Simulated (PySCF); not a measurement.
Compound: C₆H₁₃O (charge +1).
Bonds: C1–O2, O2–C3, C3–C4, C4–C5, C5–C6, C5–C7. Hydrogens: H8, H9, H10 on C1; H11, H12 on C3; H13, H14 on C4; H15, H16, H17 on C6; H18, H19, H20 on C7.

Computed with PySCF at CAM-B3LYP/def2-SVPD, non-relativistic, on one gas-phase PBE0-D3(BJ)/def2-SVP geometry that isn't relaxed in the solvent. The solvent is an IEF-PCM continuum (van der Waals radii × 1.2), and excitations are vertical TDDFT with non-equilibrium linear response and a frozen core. The model holds no explicit solvent molecules, cavitation or dispersion.

Gas-phase singlets (H = HOMO, L = LUMO):

| state | E (eV) | λ (nm) | f | leading configuration |
| --- | --- | --- | --- | --- |
| S1 | 4.315 | 287 | 0.139 | H→L 98% |
| S2 | 5.222 | 237 | 0.005 | H-1→L 90% |
| S3 | 6.064 | 204 | 0.003 | H-4→L 69% |
| S4 | 6.077 | 204 | 0.012 | H-2→L 44% |
| S5 | 6.635 | 187 | 0.005 | H-5→L 67% |

**Question.** Give the list for cyclohexane (ε = 2.017), n² = 2.04.

**Answer.** 
| state | E (eV) | λ (nm) | f | leading configuration | change by rank (eV) |
| --- | --- | --- | --- | --- | --- |
| S1 | 4.390 | 282 | 0.174 | H→L 98% | +0.075 |
| S2 | 5.341 | 232 | 0.005 | H-1→L 88% | +0.119 |
| S3 | 6.048 | 205 | 0.005 | H-4→L 50% | -0.016 |
| S4 | 6.118 | 203 | 0.018 | H-2→L 51% | +0.041 |
| S5 | 6.627 | 187 | 0.006 | H-5→L 59% | -0.008 |

**Question.** What are the lowest 5 singlets in dichloromethane (ε = 8.93)?

**Answer.** 
| state | E (eV) | λ (nm) | f | leading configuration | change by rank (eV) |
| --- | --- | --- | --- | --- | --- |
| S1 | 4.542 | 273 | 0.178 | H→L 98% | +0.227 |
| S2 | 5.472 | 227 | 0.003 | H-1→L 83% | +0.250 |
| S3 | 6.039 | 205 | 0.005 | H-3→L 59% | -0.025 |
| S4 | 6.184 | 201 | 0.024 | H-2→L 54% | +0.107 |
| S5 | 6.624 | 187 | 0.006 | H-4→L 46% | -0.011 |

**Question.** The ground-state energy changes by -2.129 eV from gas to dichloromethane. By how much does the total energy of gas-phase S1 change?

**Answer.** E(S1) = E(S0) + excitation energy, so it changes by -2.129 + 0.227 = -1.902 eV: it is lowered less than the ground state, which is what a blue shift means. This is the vertical state, with the slow part of the continuum still set for S0.

**Question.** How do the frontier levels move from gas to dichloromethane?

**Answer.** 
```csv
orbital,gas (eV),solvent (eV),change (eV),"Löwdin shares, gas","Löwdin shares, solvent"
LUMO+2,-1.91,1.50,+3.41,"H14 12 %, H11 12 %, H17 11 %, H9 8 %","C1 20 %, C7 12 %, H8 9 %, O2 8 %"
LUMO+1,-2.78,0.84,+3.62,"C7 16 %, C6 11 %, C4 9 %, C5 8 %","C7 13 %, C6 12 %, C1 8 %, C4 7 %"
LUMO,-6.61,-2.60,+4.01,"C5 48 %, C6 9 %, C7 8 %, C3 7 %","C5 48 %, C6 9 %, C7 8 %, C3 7 %"
HOMO,-13.72,-10.04,+3.68,"O2 53 %, C1 11 %, C4 8 %, H9 6 %","O2 52 %, C1 11 %, C4 9 %, C3 7 %"
HOMO-1,-15.03,-11.37,+3.66,"O2 47 %, C1 14 %, C3 11 %, H10 5 %","O2 45 %, C3 13 %, C1 12 %, H12 6 %"
HOMO-2,-16.34,-12.57,+3.77,"C1 22 %, C3 18 %, H10 10 %, C4 9 %","C1 17 %, C3 15 %, C4 13 %, C5 8 %"
HOMO-3,-16.75,-12.86,+3.89,"C3 16 %, C4 15 %, C1 13 %, C6 11 %","C4 18 %, C6 16 %, C3 12 %, C5 11 %"
```

The HOMO–LUMO gap goes from 7.11 to 7.45 eV. Rows go by rank; for HOMO-3 and LUMO+2 the atom shares or the degeneracy differ between the runs, so the row needn't follow one orbital.

Shape of the structure used: `[CH3:1][O:2][CH2:3][CH2:4][C+:5]([CH3:6])[CH3:7]`: C1–O2–C3–C4 -83°, O2–C3–C4–C5 -64°, C3–C4–C5–C6 78°.
